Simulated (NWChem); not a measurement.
# Basis-set convergence for ClFGe

```xyz
3

Ge    -0.5848    -0.3018     0.0000
F      0.6007    -1.5890     0.0000
Cl     0.7827     1.4093     0.0000
```
Charge 0, spin multiplicity 1.

All runs are NWChem calculations. All single points use one geometry, from PBE0/def2-SVP, a minimum by its harmonic frequencies.

Quantity: vertical ionisation energy at the level ΔCCSD(T) (Δ: difference of total energies, the cation a doublet at the parent's geometry with its hole in an orbital of symmetry a' (Cs labels); it is the state that the SCF runs reached, from PBE0 orbitals for Hartree-Fock references, and need not be the lowest).

The Hamiltonian is non-relativistic. The correlated methods keep 15 core orbitals frozen. The Pople sets run with spherical d functions. The structure started from a generated list of species. The stability of the SCF solutions was not checked. Open-shell Hartree-Fock references start from PBE0 orbitals; any time given for them includes that run.

Relative cost: rough, from shared machines, SCF included, pcseg-1 = 1.

```
basis        functions  vertical ionisation energy (eV)  relative cost
-----------  ---------  -------------------------------  -------------
pcseg-1             59                                ?              1
cc-pVDZ             59                                ?        under 3
aug-cc-pVDZ         86                            10.77              5
aug-pcseg-1         86                            10.76              4
6-311G**            88                                ?              5
```

Question: Complete the blanks.

Answer: 
- pcseg-1, vertical ionisation energy (eV): 10.71
- cc-pVDZ, vertical ionisation energy (eV): 10.53
- 6-311G**, vertical ionisation energy (eV): 10.63
